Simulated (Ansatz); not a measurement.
Input for Ansatz (an electronic-structure program): R-CCSD(T)/def2-SVP on CH6GeS (SMILES C[S][GeH3]), a point of a torsion scan. The run froze 20 orbitals, filled d shells among them.

Ansatz 0.2 input:
```yaml
crystal:
  periodic: [false, false, false]
  atoms:
    - {symbol: C, position_ang: [1.47749308, -0.07655765, 0.14521844]}
    - {symbol: S, position_ang: [0.99664841, 0.05175823, -1.61352613]}
    - {symbol: Ge, position_ang: [-0.81831418, -1.18501008, -1.55719126]}
    - {symbol: H, position_ang: [1.65257068, -1.11603515, 0.40826921]}
    - {symbol: H, position_ang: [2.39484217, 0.49171237, 0.25366029]}
    - {symbol: H, position_ang: [0.70139797, 0.35007171, 0.77451361]}
    - {symbol: H, position_ang: [-0.49615450, -2.57925398, -1.09181918]}
    - {symbol: H, position_ang: [-1.40384559, -1.23015704, -2.92911800]}
    - {symbol: H, position_ang: [-1.82162338, -0.61519880, -0.59130506]}
basis:
  gaussian:
    orbitals: def2-SVP
magnetization: {spin_polarized: false}
correlation: {method: ccsd_t, electrons: outside_noble_gas}
scf: {lower_state_search: off}
```

The log:

```
WARN ansatz: RAYON_NUM_THREADS=1 ignored (pool sized by the plan → 1); use --threads N
Functional definition: HF
these checks for a lower state are left out or cut short: stability, starts, cluster_reference, orbital_swaps, neighbouring_geometries, increment
integrals: 0.11 GiB planned
931 factors; integrals over basis functions are off by at most 1.4e-3 eV
mean field: 0.30 GiB planned
mean field evaluation 1: about -68404.0584 eV, gradient 1.8e1 eV
mean field evaluation 2: about -68404.0936 eV, gradient 1.8e1 eV
mean field evaluation 4: about -68405.2577 eV, gradient 2.8e0 eV
mean field evaluation 8: about -68405.2753 eV, gradient 5.6e-5 eV
mean field -68405.27529210 eV, -2513.8475002238 hartree, gradient 2.0e-6 eV, S^2 0.000000; 0 other end points of the search recorded, 0 dependent functions left out
20 core orbitals not correlated
reference -68405.27529210 eV, -2513.8475002238 hartree; 10, 10 occupied and 64, 64 virtual orbitals, 931 factors
second order -10.30244187 eV of doubles, -0.00000000 eV of singles
coupled cluster: 0.23 GiB planned
cycle   1  -11.28352058 eV  change   -9.8e-1 eV  update   7.5e-2
cycle   2  -11.65866774 eV  change   -3.8e-1 eV  update   2.3e-2
cycle   3  -11.69342377 eV  change   -3.5e-2 eV  update   6.9e-3
cycle   4  -11.69216118 eV  change    1.3e-3 eV  update   2.0e-3
cycle   5  -11.69200004 eV  change    1.6e-4 eV  update   5.7e-4
cycle   6  -11.69188354 eV  change    1.2e-4 eV  update   1.7e-4
cycle   7  -11.69187629 eV  change    7.3e-6 eV  update   5.3e-5
cycle   8  -11.69188142 eV  change   -5.1e-6 eV  update   1.8e-5
perturbative correction -0.32190470 eV, -0.0118297795 hartree
Total energy: -68417.28907822 eV, -2514.2889987205 hartree
Checks for a lower state left out: stability, starts, cluster_reference, orbital_swaps, neighbouring_geometries, increment
```

The run converged.

Cost: roughly 6 core-seconds.
